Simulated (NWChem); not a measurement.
System: C2H8AsGa; SMILES [CH3][Ga]([CH3])[AsH2]

The following NWChem deck was run.

```
start job
memory heap 200 mb stack 900 mb global 1100 mb
geometry units angstroms noautoz
  Ga    -0.005556    -0.820638    -0.014633
  C      1.736023    -1.789116    -0.014620
  H      2.128655    -1.821661    -1.038765
  H      1.624088    -2.818547     0.341181
  H      2.476115    -1.273363     0.606053
  C     -1.738474    -1.798761     0.081246
  H     -1.740920    -2.633357    -0.629535
  H     -2.597104    -1.153673    -0.123801
  H     -1.855224    -2.223025     1.086794
  As     0.004760     1.647319     0.010536
  H     -1.088979     1.715922    -1.063599
  H      1.129561     1.714384    -1.030889
end
basis spherical
  Ga library 6-31g*
  C library 6-31g*
  H library 6-31g*
  As library 6-31g*
end
dft
  xc xwpbe 1.00 cpbe96 1.0 hfexch 1.00
  cam 0.25 cam_alpha 0.0 cam_beta 1.0
  iterations 150
  vectors input atomic output neutral.movecs
end
task dft energy
charge 1
dft
  odft
  mult 2
  vectors input atomic output cation.movecs
end
task dft energy
```

NWChem printed, in part:

```
             Northwest Computational Chemistry Package (NWChem) 7.3.0
             --------------------------------------------------------

 C1  symmetry detected

                             Geometry "geometry" -> ""
                             -------------------------

 Output coordinates in angstroms (scale by  1.889725989 to convert to a.u.)

  No.       Tag          Charge          X              Y              Z
 ---- ---------------- ---------- -------------- -------------- --------------
    1 Ga                  31.0000    -0.00176402    -0.80757897    -0.00367913
    2 C                    6.0000     1.74442281    -1.76685898     0.03706937
    3 H                    1.0000     2.16621051    -1.78776542    -0.97572385
    4 H                    1.0000     1.62808675    -2.80014508     0.38005296
    5 H                    1.0000     2.46369947    -1.25305369     0.68330270
    6 C                    6.0000    -1.73128913    -1.79563916     0.03376627
    7 H                    1.0000    -1.70890773    -2.62355435    -0.68444095
    8 H                    1.0000    -2.58728076    -1.15317848    -0.18973065
    9 H                    1.0000    -1.87426288    -2.22989334     1.03163355
   10 As                  33.0000    -0.00577600     1.66005497     0.04446924
   11 H                    1.0000    -1.06887014     1.73295540    -1.05972901
   12 H                    1.0000     1.14781558     1.74275790    -0.96381035

 Effective nuclear repulsion energy (a.u.)     504.3123508555

  pbe96 is a nonlocal functional; adding pw91lda local functional.

                                 NWChem DFT Module
                                 -----------------

 Summary of "ao basis" -> "ao basis" (spherical)
 ------------------------------------------------------------------------------
       Tag                 Description            Shells   Functions and Types
 ---------------- ------------------------------  ------  ---------------------
 Ga                          6-31g*                 12       32   5s4p3d
 C                           6-31g*                  6       14   3s2p1d
 H                           6-31g*                  2        2   2s
 As                          6-31g*                 12       32   5s4p3d

            General Information
            -------------------
          SCF calculation type: DFT
          Wavefunction type:  closed shell.
          No. of atoms     :    12
          No. of electrons :    84
           Alpha electrons :    42
            Beta electrons :    42
          Charge           :     0
          Spin multiplicity:     1
          Use of symmetry is: off; symmetry adaption is: off
          Maximum number of iterations: 150
          AO basis - number of functions:   108
                     number of shells:    52
          Convergence on energy requested:  1.00D-06
          Convergence on density requested:  1.00D-05
          Convergence on gradient requested:  5.00D-04

              XC Information
              --------------
                     Hartree-Fock (Exact) Exchange  1.000
                     LC-wPBE(h)Exchange Functional  1.000
            Perdew 1991 LDA Correlation Functional  1.000 local
           PerdewBurkeErnz. Correlation Functional  1.000 non-local

           Range-Separation Parameters
           ---------------------------
           Alpha           :  0.00
           Beta            :  1.00
           Gamma           :  0.25
           Short-Range HF  :     F

             Grid Information
             ----------------
          Grid used for XC integration:  medium
          Radial quadrature: Mura-Knowles
          Angular quadrature: Lebedev.
          Tag              B.-S. Rad. Rad. Pts. Rad. Cut. Ang. Pts.
          ---              ---------- --------- --------- ---------
          Ga                  1.30      112          10.0       590
          C                   0.70       49          11.0       434
          H                   0.35       45          13.0       434
          As                  1.15      112          11.0       590
          Grid pruning is: on
          Number of quadrature shells:   682
          Spatial weights used:  Erf1

      Superposition of Atomic Density Guess
      -------------------------------------

 Sum of atomic energies:       -4236.09721460

      Non-variational initial energy
      ------------------------------

 Total energy =   -4237.820382
 1-e energy   =   -6907.888482
 2-e energy   =    2165.755749
 HOMO         =      -0.256838
 LUMO         =       0.017151

   convergence    iter        energy       DeltaE   RMS-Dens  Diis-err
 ---------------- ----- ----------------- --------- --------- ---------
 d= 0,ls=0.0,diis     1  -4240.4768802980 -4.74D+03  6.34D-03  4.64D-01
 d= 0,ls=0.0,diis     2  -4240.5243858129 -4.75D-02  1.88D-03  1.33D-01
 d= 0,ls=0.0,diis     3  -4240.5326281367 -8.24D-03  6.18D-04  1.84D-02
 d= 0,ls=0.0,diis     4  -4240.5339487691 -1.32D-03  2.20D-04  1.43D-03
 d= 0,ls=0.0,diis     5  -4240.5340337572 -8.50D-05  9.51D-05  8.05D-05
  Resetting Diis
 d= 0,ls=0.0,diis     6  -4240.5340453668 -1.16D-05  3.43D-05  4.18D-06
 d= 0,ls=0.0,diis     7  -4240.5340465527 -1.19D-06  9.20D-06  1.76D-07
 d= 0,ls=0.0,diis     8  -4240.5340466191 -6.64D-08  3.03D-06  4.08D-08

         Total DFT energy =    -4240.534046619129
      One electron energy =    -6911.071566534170
           Coulomb energy =     2337.413066821286
    Exchange-Corr. energy =     -171.187897761706
 Nuclear repulsion energy =      504.312350855462

 Numeric. integr. density =       83.999964637258

                       DFT Final Molecular Orbital Analysis
                       ------------------------------------

 Vector   40  Occ=2.000000D+00  E=-3.687563D-01
              MO Center=  9.3D-03,  1.2D+00,  2.2D-02, r^2= 3.4D+00
   Bfn.  Coefficient  Atom+Function         Bfn.  Coefficient  Atom+Function
  ----- ------------  ---------------      ----- ------------  ---------------
    85      0.488944  10 As pz               82     -0.345559  10 As s
    81     -0.210943  10 As pz               12      0.189879   1 Ga py
    89      0.178679  10 As pz              106     -0.170149  11 H  s
   108     -0.168213  12 H  s                86      0.160635  10 As s
   105     -0.153637  11 H  s               107     -0.152495  12 H  s

 Vector   41  Occ=2.000000D+00  E=-3.468478D-01
              MO Center= -6.0D-03, -1.4D+00,  5.9D-03, r^2= 3.8D+00
   Bfn.  Coefficient  Atom+Function         Bfn.  Coefficient  Atom+Function
  ----- ------------  ---------------      ----- ------------  ---------------
    11      0.439624   1 Ga px               35     -0.309916   2 C  px
    55     -0.304333   6 C  px               39     -0.191360   2 C  px
    59     -0.184382   6 C  px                7     -0.167348   1 Ga px
    56     -0.148879   6 C  py               36      0.128228   2 C  py
    60     -0.092744   6 C  py               18      0.091264   1 Ga d -2

 Vector   42  Occ=2.000000D+00  E=-3.057559D-01
              MO Center= -2.4D-03,  8.3D-01,  4.7D-02, r^2= 4.3D+00
   Bfn.  Coefficient  Atom+Function         Bfn.  Coefficient  Atom+Function
  ----- ------------  ---------------      ----- ------------  ---------------
    84      0.517062  10 As py               12     -0.367538   1 Ga py
    80     -0.218388  10 As py               88      0.204485  10 As py
    82     -0.192757  10 As s                85      0.191021  10 As pz
    86      0.143353  10 As s                 8      0.134001   1 Ga py
    56      0.114723   6 C  py               35     -0.112241   2 C  px

 Vector   43  Occ=0.000000D+00  E= 2.933092D-02
              MO Center= -9.6D-03, -6.8D-01, -9.1D-02, r^2= 4.5D+00
   Bfn.  Coefficient  Atom+Function         Bfn.  Coefficient  Atom+Function
  ----- ------------  ---------------      ----- ------------  ---------------
    13      0.641364   1 Ga pz               17      0.551348   1 Ga pz
     9     -0.205822   1 Ga pz               72     -0.185746   9 H  s
    48      0.180658   3 H  s               108      0.145907  12 H  s
    86     -0.141260  10 As s                68      0.139876   7 H  s
   106      0.135933  11 H  s                52     -0.123030   5 H  s

 Vector   44  Occ=0.000000D+00  E= 7.697590D-02
              MO Center= -2.8D-03, -6.8D-02,  8.3D-02, r^2= 7.3D+00
   Bfn.  Coefficient  Atom+Function         Bfn.  Coefficient  Atom+Function
  ----- ------------  ---------------      ----- ------------  ---------------
    14      1.699273   1 Ga s                86     -0.882543  10 As s
    88      0.731727  10 As py               58     -0.583049   6 C  s
    38     -0.565323   2 C  s                16      0.419761   1 Ga py
    82      0.320198  10 As s                84      0.228193  10 As py
    10     -0.204293   1 Ga s                59     -0.200997   6 C  px

 Vector   45  Occ=0.000000D+00  E= 1.005329D-01
              MO Center=  1.6D-02,  1.1D+00,  8.6D-02, r^2= 5.0D+00
   Bfn.  Coefficient  Atom+Function         Bfn.  Coefficient  Atom+Function
  ----- ------------  ---------------      ----- ------------  ---------------
   106      0.763688  11 H  s                87      0.730925  10 As px
   108     -0.715050  12 H  s                15      0.456555   1 Ga px
    83      0.400331  10 As px               38     -0.334741   2 C  s
    58      0.288315   6 C  s               105      0.157220  11 H  s
   107     -0.150796  12 H  s                79     -0.144147  10 As px

     Multipole analysis of the density
     ---------------------------------

     L   x y z        total         alpha         beta         nuclear
     -   - - -        -----         -----         ----         -------
     0   0 0 0     -0.000000    -42.000000    -42.000000     84.000000

     1   1 0 0      0.016074      0.008037      0.008037      0.000000
     1   0 1 0     -0.640000     -0.320000     -0.320000      0.000000
     1   0 0 1     -0.188712     -0.094356     -0.094356      0.000000

     2   2 0 0    -36.581848   -134.785466   -134.785466    232.989083
     2   1 1 0      0.084297     -0.249328     -0.249328      0.582953
     2   1 0 1     -0.022164      0.040765      0.040765     -0.103693
     2   0 2 0    -39.160945   -342.882972   -342.882972    646.605000
     2   0 1 1     -1.049135      3.415627      3.415627     -7.880389
     2   0 0 2    -35.642721    -27.221873    -27.221873     18.801025

                                 NWChem DFT Module
                                 -----------------

            General Information
            -------------------
          SCF calculation type: DFT
          Wavefunction type:  spin polarized.
          No. of atoms     :    12
          No. of electrons :    83
           Alpha electrons :    42
            Beta electrons :    41
          Charge           :     1
          Spin multiplicity:     2
          Use of symmetry is: off; symmetry adaption is: off
          Maximum number of iterations: 150
          This is a Direct SCF calculation.
          AO basis - number of functions:   108
                     number of shells:    52
          Convergence on energy requested:  1.00D-06
          Convergence on density requested:  1.00D-05
          Convergence on gradient requested:  5.00D-04

              XC Information
              --------------
                     Hartree-Fock (Exact) Exchange  1.000
                     LC-wPBE(h)Exchange Functional  1.000
            Perdew 1991 LDA Correlation Functional  1.000 local
           PerdewBurkeErnz. Correlation Functional  1.000 non-local

           Range-Separation Parameters
           ---------------------------
           Alpha           :  0.00
           Beta            :  1.00
           Gamma           :  0.25
           Short-Range HF  :     F

             Grid Information
             ----------------
          Grid used for XC integration:  medium
          Radial quadrature: Mura-Knowles
          Angular quadrature: Lebedev.
          Tag              B.-S. Rad. Rad. Pts. Rad. Cut. Ang. Pts.
          ---              ---------- --------- --------- ---------
          Ga                  1.30      112          10.0       590
          C                   0.70       49          11.0       434
          H                   0.35       45          13.0       434
          As                  1.15      112          11.0       590
          Grid pruning is: on
          Number of quadrature shells:   682
          Spatial weights used:  Erf1

      Superposition of Atomic Density Guess
      -------------------------------------

 Sum of atomic energies:       -4236.09721460

 Renormalizing density from      84.00 to     83

      Non-variational initial energy
      ------------------------------

 Total energy =   -4206.842290
 1-e energy   =   -6825.651714
 2-e energy   =    2114.497074
 HOMO         =      -0.544511
 LUMO         =      -0.238402

   convergence    iter        energy       DeltaE   RMS-Dens  Diis-err
 ---------------- ----- ----------------- --------- --------- ---------
 d= 0,ls=0.0,diis     1  -4239.9355764002 -4.74D+03  7.17D-03  1.51D+00
                                                     6.99D-03  1.50D+00
 d= 0,ls=0.0,diis     2  -4239.8857315448  4.98D-02  4.10D-03  2.18D+00
                                                     4.05D-03  2.19D+00
 d= 0,ls=0.0,diis     3  -4240.2155325451 -3.30D-01  5.82D-04  2.01D-02
                                                     5.37D-04  2.02D-02
 d= 0,ls=0.0,diis     4  -4240.2193321330 -3.80D-03  2.57D-04  2.04D-03
                                                     3.01D-04  2.06D-03
 d= 0,ls=0.0,diis     5  -4240.2199430557 -6.11D-04  1.13D-04  2.60D-05
                                                     1.34D-04  3.49D-05
  Resetting Diis
 d= 0,ls=0.0,diis     6  -4240.2200225592 -7.95D-05  3.84D-05  5.92D-06
                                                     6.37D-05  8.96D-06
 d= 0,ls=0.0,diis     7  -4240.2200391479 -1.66D-05  2.41D-05  1.99D-06
                                                     2.68D-05  1.88D-06
 d= 0,ls=0.0,diis     8  -4240.2200434607 -4.31D-06  6.64D-06  7.20D-07
                                                     1.52D-05  1.31D-06
 d= 0,ls=0.0,diis     9  -4240.2200450583 -1.60D-06  2.26D-05  3.07D-07
                                                     3.68D-05  3.70D-07
 d= 0,ls=0.0,diis    10  -4240.2200473018 -2.24D-06  3.44D-06  4.54D-08
                                                     7.26D-06  7.94D-08
 d= 0,ls=0.0,diis    11  -4240.2200475160 -2.14D-07  4.54D-06  1.32D-08
                                                     1.27D-05  3.94D-08
 d= 0,ls=0.0,diis    12  -4240.2200477388 -2.23D-07  1.53D-06  3.99D-09
                                                     4.45D-06  7.96D-09

         Total DFT energy =    -4240.220047738849
      One electron energy =    -6892.335809077108
           Coulomb energy =     2318.696220974823
    Exchange-Corr. energy =     -170.892810492025
 Nuclear repulsion energy =      504.312350855462

 Numeric. integr. density =       82.999967676268

                    DFT Final Alpha Molecular Orbital Analysis
                    ------------------------------------------

 Vector   40  Occ=1.000000D+00  E=-5.993391D-01
              MO Center=  1.1D-02,  1.4D+00,  2.6D-02, r^2= 3.0D+00
   Bfn.  Coefficient  Atom+Function         Bfn.  Coefficient  Atom+Function
  ----- ------------  ---------------      ----- ------------  ---------------
    85      0.586873  10 As pz               82     -0.384217  10 As s
    81     -0.240943  10 As pz               89      0.157782  10 As pz
   105     -0.154255  11 H  s               107     -0.154714  12 H  s
    78      0.145288  10 As s               106     -0.142663  11 H  s
   108     -0.142203  12 H  s                86      0.106251  10 As s

[...]
```

Level: LC-wPBE (HJS exchange hole, range parameter 0.25 per bohr)/6-31G* (spherical d), vertical spin-unrestricted ions. Geometry: optimised at B3LYP/6-31G* (spherical d).
